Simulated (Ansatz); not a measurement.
A calculation with Ansatz (development build ahead of 0.2.0).

```yaml
crystal:
  periodic: [false, false, false]
  atoms:
    - { symbol: Fe, position_ang: [0.0, 0.0, 0.0] }
    - { symbol: O, position_ang: [0.0, 0.0, 1.79] }
    - { symbol: H, position_ang: [0.0, 0.0, 2.75] }
basis:
  gaussian: { orbitals: pcseg-2 }
magnetization:
  spin_polarized: true
  initial_magnetization: 5
hamiltonian:
  xc: pbe
```

The input is written out in the form of the current development build from the run's settings.

Results

* Converged: yes
* Total energy: -1339.26799 hartree
* Spin squared of the determinant: 8.752
* Stability test: minimum

Caution: other spin multiplicities were not run.
